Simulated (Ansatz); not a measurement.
`O[SiH](O)[SiH](F)F` + `C=C=N` → `C=C=N[SiH](F)F` + `O[SiH2]O`  (cleavage of the Si–Si bond)

Isolated molecules relaxed with PBE0-D4/def2-TZVP in Ansatz; ΔE leaves out vibrations. CCSD(T)/CBS is the MP2 limit (def2-TZVPP, def2-QZVPP) plus CCSD(T) − MP2 in def2-TZVPP, frozen cores. This one scheme is used for every species. DFT in def2-TZVPP. B3LYP here is the variant with VWN-RPA as its local correlation; programs differ in this. Each species was taken in one conformer, which may not be the lowest.

(1) Is it downhill or uphill in electronic energy at CCSD(T)/CBS, and by how much? (Estimate.)

(2) What do these levels give: PBE0-D4, ωB97X-V, B2PLYP, PBE, PBE0, B3LYP, HF/def2-TZVPP, SCS-MP2/def2-TZVPP, SCS-MP2/def2-QZVPP, HF/CBS(def2), MP2/CBS(def2), CCSD/CBS(def2)? (An estimate is asked.)

Largest T1 diagnostic among the species: 0.015.

Results:

(1) The calculation gave: Downhill: ΔE = -107.3 kJ/mol.

(2) The calculation gave: PBE0-D4 -94.3, ωB97X-V -101.6, B2PLYP -111.2, PBE -85.7, PBE0 -95.5, B3LYP -104.5, HF/def2-TZVPP -126.6, SCS-MP2/def2-TZVPP -118.6, SCS-MP2/def2-QZVPP -118.2, HF/CBS(def2) -128.1, MP2/CBS(def2) -118.9, CCSD/CBS(def2) -108.8 kJ/mol.

In def2-TZVPP, CCSD(T) changes the Hartree–Fock value by +17.8 kJ/mol (the triples alone add +1.5 kJ/mol) and MP2 by +6.1 kJ/mol. From PBE to PBE0 (25 % exact exchange), in def2-TZVPP and without D4, ΔE moves by −9.7 kJ/mol.
